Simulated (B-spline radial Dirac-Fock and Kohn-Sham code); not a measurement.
**Binding energies of W**

System: neutral tungsten in the configuration 1s2 2s2 2p6 3s2 3p6 3d10 4s2 4p6 4d10 4f14 5s2 5p6 5d4 6s2; nuclear rms radius 5.3658 fm (A = 184).

The computed values come from a radial finite-basis atomic code: Dirac-Fock energy differences between relaxed states, corrected for Breit and QED terms. Correlation energy is missing from these numbers. Energies are counted from the vacuum level.

All terms are in eV, carry their sign (relaxation lowers the binding energy) and add up to the binding energy; ⟨r⟩ is the mean radius of the orbital in the initial state.

```tsv
subshell	−ε (Koopmans)	relaxation	Breit	self-energy	vacuum polarisation	binding energy	⟨r⟩ (bohr)
1s	69967.9	-90.32	-229.09	-148.17	28.10	69528.4	0.018
2s	12212.6	-54.90	-25.55	-21.32	3.79	12114.6	0.077
2p1/2	11652.7	-59.41	-42.32	-0.12	0.16	11551.0	0.064
2p3/2	10297.2	-56.31	-25.64	-1.55	-0.14	10213.6	0.072
3s	2874.4	-31.90	-4.59	-4.88	0.84	?	0.200
3p1/2	2626.1	-32.93	-7.89	-0.12	0.04	2585.2	0.190
3p3/2	2328.5	-31.28	-4.39	-0.38	-0.04	2292.4	0.205
3d3/2	1916.2	-34.00	-3.37	0.36	-0.04	1879.1	0.180
3d5/2	1852.1	-33.40	-2.11	0.18	-0.04	1816.7	0.184
4s	625.6	-14.20	-0.91	-1.17	0.20	609.5	0.450
4p1/2	521.5	-14.02	-1.60	-0.01	0.01	505.9	0.456
4p3/2	451.8	-12.91	-0.77	-0.07	-0.01	438.0	0.487
4d3/2	280.7	-12.50	-0.42	0.09	-0.01	267.9	0.505
4d5/2	267.6	-12.13	-0.16	0.06	-0.01	255.4	0.516
4f5/2	51.54	-10.80	0.12	0.06	-0.01	40.91	0.594
4f7/2	49.12	-10.59	0.21	0.05	-0.01	38.78	0.603
5s	94.12	-4.09	-0.12	-0.19	0.03	89.76	1.083
5p1/2	60.39	-3.67	-0.19	0.01	0.00	56.54	1.192
5p3/2	50.04	-3.21	-0.06	0.01	0.00	46.77	1.292
5d	9.08	-1.56	0.01	0.02	0.00	7.55	2.034
6s	7.26	-0.34	-0.01	-0.01	0.00	6.90	3.395
```

**Question.** Which binding energy belongs in the row of 3s?

**Answer.** 2833.9 eV, the sum of the terms in that row (to rounding).

For the deepest level, K (1s), the Breit terms make up -0.329 % of the binding energy, QED -0.173 % and orbital relaxation -0.130 %.

Spin-orbit splittings: 2p 1337.5 eV, 3p 292.8 eV, 3d 62.40 eV, 4p 67.83 eV, 4d 12.48 eV, 4f 2.13 eV, 5p 9.77 eV.

Going to the tabulated ground configuration of the next ion removes an electron from P1 (6s), computed at 6.90 eV. NIST lists 7.86403 eV as the ionisation energy of this species (measured), +0.97 eV from the computed value. Where a p, d or f shell is open in either ion the computed value averages over both j values and all terms, while the table refers to the lowest levels; that difference holds spin-orbit splitting (largest in heavy or highly charged ions), term energies where several electrons share open shells, and correlation, and it can reach 10 % or more.
